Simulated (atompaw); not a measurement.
Which change was made? (Ce, PAW (atompaw))

```
Element                 : Ce
Generator               : atompaw 4.2.0.5
Type                    : PAW
Functional              : PBE
Relativity              : scalar-relativistic
Frozen core             : [Kr] 4d10
Valence charge          : 12
Reference configuration : 4f1 5s2 5p6 5d1 6s2 6p0
Partial waves           : 5s (bound); 6s (bound); 5p (bound); 6p (bound, empty); 5d (bound); 5d channel at 0.1 Ry; 4f (bound); 4f channel at 0.65 Ry
Local potential         : vpsmatchnc scheme with l = 4 at -0.5 Ry, radius 2.05 bohr
Core correction         : smooth core density matched at 2.25 bohr
Augmentation charge     : besselshape compensation charge, radius 2.55 bohr; PAW radius 3.00 bohr; waves and projectors: bloechl
```

Cutoffs, loose and tight: the cutoffs (Ry, on a coarse ladder) from which the occupation-weighted sum of valence levels, in a spherical-Bessel basis at the reference potential, stays within 10 and 1 mRy of its value at 400 Ry. They see the waves, projectors and local potential, not the compensation charge or the core.

The base gives: outcome: generated, no UPF (negative core plus compensation charge); cutoff, loose: 90 Ry; cutoff, tight: 110 Ry; bound ghosts: s.

(1) After one change the result is: outcome: generated, no UPF (negative core plus compensation charge); cutoff, loose: 45 Ry; cutoff, tight: 60 Ry; bound ghosts: none. Which change was it?
A. all radii scaled by about 1.30 (s 3.58, p 3.06, d 3.46, f 2.74 bohr); local potential vpsmatchnc scheme with l = 4 at -0.5 Ry, radius 2.66 bohr; augmentation besselshape compensation charge, radius 3.32 bohr; PAW radius 3.90 bohr; waves and projectors: bloechl; core correction smooth core density matched at 2.92 bohr
B. all radii scaled by about 0.74 (s 2.04, p 1.74, d 1.96, f 1.56 bohr); local potential vpsmatchnc scheme with l = 4 at -0.5 Ry, radius 1.52 bohr; augmentation besselshape compensation charge, radius 1.88 bohr; PAW radius 2.22 bohr; waves and projectors: bloechl; core correction smooth core density matched at 1.66 bohr
C. all radii scaled by about 1.14 (s 3.14, p 2.68, d 3.02, f 2.40 bohr); local potential vpsmatchnc scheme with l = 4 at -0.5 Ry, radius 2.34 bohr; augmentation besselshape compensation charge, radius 2.90 bohr; PAW radius 3.42 bohr; waves and projectors: bloechl; core correction smooth core density matched at 2.56 bohr

Results:

(1) A. The others give: all radii scaled by about 0.74 (s 2.04, p 1.74, d 1.96, f 1.56 bohr); local potential vpsmatchnc scheme with l = 4 at -0.5 Ry, radius 1.52 bohr; augmentation besselshape compensation charge, radius 1.88 bohr; PAW radius 2.22 bohr; waves and projectors: bloechl; core correction smooth core density matched at 1.66 bohr → outcome: failed: atompaw: The overlap operator has at least one negative eigenvalue! | all radii scaled by about 1.14 (s 3.14, p 2.68, d 3.02, f 2.40 bohr); local potential vpsmatchnc scheme with l = 4 at -0.5 Ry, radius 2.34 bohr; augmentation besselshape compensation charge, radius 2.90 bohr; PAW radius 3.42 bohr; waves and projectors: bloechl; core correction smooth core density matched at 2.56 bohr → outcome: generated, no UPF (negative core plus compensation charge); cutoff, loose: 70 Ry; cutoff, tight: 80 Ry; bound ghosts: s.
